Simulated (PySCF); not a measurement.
# How methods differ on the excitation energy of Ta+

Ta+ [Xe] 4f14 5d3 6s1 (5F) → Ta+ [Xe] 4f14 5d2 6s2 (3F), as a difference of total energies. Computed with PySCF 2.14 in ANO-RCC-VTZP, with the spin-free X2C one-electron Hamiltonian (Gaussian nucleus). Correlated levels: valence: [Xe] 4f14 frozen. The calculations carry no spin-orbit coupling.

| method | excitation energy (cm⁻¹) |
| --- | --- |
| UHF | 11997 |
| MP2 (valence) | 7450.1 |
| SCS-MP2 (valence) | 4043.4 |
| CCSD (valence) | 5338.9 |
| CCSD(T) (valence) | 4742.9 |

Errors of the correlated levels include the incompleteness of this basis and the frozen core.

Q: Which method comes closest to the reference value, and which is furthest?

A: The reference is 3455.5 cm⁻¹ (measured; NIST levels, between the centres of gravity of the two terms). Closest: SCS-MP2 (valence) (error 587.92 cm⁻¹); furthest: UHF (error 8541.7 cm⁻¹).
